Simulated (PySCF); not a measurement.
An unknown is described by computed data only.

Formula: C7H13Al.

| Quantity | Value |
| --- | --- |
| Valence photoelectron | vertical ionisation energy: 9.14 eV [ΔSCF CAM-B3LYP/def2-SVPD] |
| Dipole | 0.77 D [CAM-B3LYP/def2-SVPD] |
| NMR, other nuclei | isotropic shieldings of nuclei other than C and H, by class: 289 (1 Al) ppm [GIAO PBE0/pcSseg-1] |
| UV, first state | lowest singlet excitation: 4.78 eV (259 nm, f = 0.000) [TDDFT CAM-B3LYP/def2-SVPD] |
| UV, strongest line | among the 10 lowest singlet transitions: S3 at 6.13 eV (202 nm, f = 0.274) [TDDFT CAM-B3LYP/def2-SVPD] |
| XPS | C1s 289.3, C1s 289.6, C1s 290.1 (×2), C1s 290.2 (×2), C1s 290.4, Al1s 1566.0 eV [ΔSCF SCAN, pcX-2 on the ionised atom, pcseg-1 elsewhere, spin-free X2C] |
| Rotational structure | rotational constants A, B, C: 5.222, 0.692, 0.658 GHz [PBE0-D3(BJ)/def2-SVP] |
| Triplet | lowest triplet excitation (Tamm–Dancoff): 3.96 eV [TDA CAM-B3LYP/def2-SVPD] |
| 13C NMR | chemical shifts (computed TMS as zero) by class: 156.5 (1 C), 153.7 (1 C), 30.6 (2 C), 27.0 (2 C), 26.7 (1 C) ppm [GIAO PBE0/pcSseg-1] |
| Polarisability | 109.4 au [CAM-B3LYP/def2-SVPD] |

Electronic properties: PySCF, gas phase, density fitting. Levels stand in brackets. Geometry: PBE0-D3(BJ)/def2-SVP, one conformer, isolated molecule. NMR values are class means; diastereotopic atoms form classes of their own.

Task: Give a SMILES that accounts for the data.

Result: Numbering: `[CH2:1]=[CH:2][AlH:3][CH:4]1[CH2:5][CH2:6][CH2:7][CH2:8]1`. 7 carbons fall into 5 classes; from least to most shielded: terminal =CH2 carbon [C1] (156.5 ppm), alkene CH carbon [C2] (153.7 ppm), ring CH2 carbon [C5/C8] (30.6 ppm, 2 C), ring CH2 carbon [C6/C7] (27.0 ppm, 2 C), sp3 CH carbon [C4] (26.7 ppm). The other shieldings belong to: 289 ppm, aluminium bonded to 2 C and H [Al3]. The core levels belong to: C1s 289.3 eV, sp3 CH carbon [C4]; C1s 289.6 eV, alkene CH carbon [C2]; C1s 290.1 eV, ring CH2 carbon [C6/C7]; C1s 290.2 eV, ring CH2 carbon [C5/C8]; C1s 290.4 eV, terminal =CH2 carbon [C1]; Al1s 1566.0 eV, aluminium bonded to 2 C and H [Al3]. One atom of each topological class was ionised and stands for its class. S1 is mainly HOMO→LUMO (weight 0.91); the largest Löwdin shares of the orbital it empties are 0.36 on the sp3 CH carbon, 0.18 on the aluminium bonded to 2 C and H, 0.07 on the alkene CH carbon and 0.06 on a ring CH2 carbon, of the orbital it fills 0.40 on the aluminium bonded to 2 C and H, 0.18 on the terminal =CH2 carbon, 0.17 on the alkene CH carbon and 0.06 on the Al–H hydrogen. The optimised geometry has point group C1 and is an asymmetric top. Structure: `C=[CH][AlH][CH]1CCCC1`. Computed isomers that give other values at the same levels: `C=C(C)[C@H]1CC[CH2][AlH]1` (rotational constant A: 2.964 GHz; this holds for the one conformer computed); `C=C(C)[C@H]1C[CH2][AlH][CH2]1` (rotational constant A: 3.291 GHz; this holds for the one conformer computed); `C1[CH2][AlH][C@@H](C2CC2)C1` (13C chemical shifts (computed TMS as zero) by class: 38.1 (1 C), 37.4 (1 C), 28.9 (1 C), 13.7 (1 C), 13.7 (1 C), 9.9 (1 C), 7.2 (1 C) ppm). The assignments are read from this structure; whether some other isomer fits the data as well wasn't checked.
